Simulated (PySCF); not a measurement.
## Structure from NMR data

The spectra below were simulated for a compound C7H10F2Si.

$^{1}$H NMR (300 MHz, computed): δ 6.30 (m, 1H), 2.60 (m, 1H), 2.20 (s, 1H), 1.67 (m, 2H), 1.47 (m, 2H), 0.44 (s, 3H).

$^{13}$C{$^{1}$H} NMR (computed): δ 127.1 (CH), 106.2 (CH), 91.5 (C), 37.2 (CH), 20.0 (CH2), 1.0 (CH3).

[PySCF 2.14.0 with density-fitted response routines: coordinates at the GFN2-xTB level; PBE0/pcSseg-1 with gauge-including orbitals; isolated molecule; non-relativistic Hamiltonian; single conformer; rapidly exchanging positions averaged]

Referencing at the same level of theory: TMS for $^{1}$H and $^{13}$C.

Question: Deduce the structure.

Answer: 
Rings plus π bonds: 3 (1 ring in the answer). 6 carbon signals for 7 carbons: some carbons are equivalent by symmetry or fast rotation. Carbon types of the structure: 1 × C, 3 × CH, 2 × CH2, 1 × CH3, which accounts for all hydrogens. δC 127.1: sp3 CH bonded to 2 F; 2 electronegative neighbours deshield it. δC 106.2: terminal alkyne carbon. δC 91.5: alkyne carbon; the triple bond shields along its axis, which puts it between sp3 and sp2 carbons. δC 1.0: methyl carbon bonded to Si; an electropositive neighbour leaves it electron-rich and shielded. δH 6.30: hydrogen on an sp3 CH bonded to 2 F; its carbon carries F, which withdraws density. δH 2.20: hydrogen on a terminal alkyne carbon; it lies on the axis of the triple bond, in its shielding cone. δH 0.44: hydrogen on a methyl carbon bonded to Si; an electropositive neighbour shields it, as in TMS itself.

These data were computed for `C[Si@]1(C#C)C[C@@H](C(F)F)C1`.

The shifts were computed for this structure.

Splittings by $^{19}$F in the carbon and heteronuclear signals aren't shown, as no couplings were computed. Shifts are as computed. Against solution values, carbons near 30 ppm lie about +3 ppm off and those near 130 ppm about +5 ppm. Of 1211 compounds with measured shifts, 218 miss one by over three times the rms of a fit or turn the order of signals round; such compounds aren't used in these exercises. Multiplicities follow the n + 1 count of equivalent neighbours, as no J values were calculated; m marks all less simple cases, F and P coupling included.
